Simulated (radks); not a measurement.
The numbers below are computed, except where a source is named.
Question: Coherent X-ray form factor from a spherical all-electron density. Code: a radial shooting solver on a logarithmic mesh with Libxc functionals. Model: Dirac Kohn-Sham, BLYP, spin-unpolarised, spherical densities, point nucleus.

| sin(theta)/lambda (1/angstrom) | f0 (electrons) |
|---|---|
| 0.05 | 79.977 |
| 0.1 | 77.263 |
| 0.15 | 73.590 |
| 0.2 | 69.571 |
| 0.25 | 65.558 |
| 0.3 | 61.718 |
| 0.4 | 54.799 |
| 0.5 | 48.954 |
| 0.6 | 44.056 |
| 0.8 | 36.298 |
| 1 | 30.234 |
| 1.25 | 24.309 |
| 1.5 | 20.063 |
| 2 | 15.333 |

The species is in the configuration that NIST lists as its ground one. Which atom or ion scatters so?

Answer: The lead ion Pb+, [Hg] 6p1. Extrapolating in s^2 from the first two rows gives f0(0) = 80.9, near the electron count 81; among species with that count, the fall with angle is slower the higher Z, and the table is that of Z = 82; from so few rows the species is fixed only to a neighbour or two.
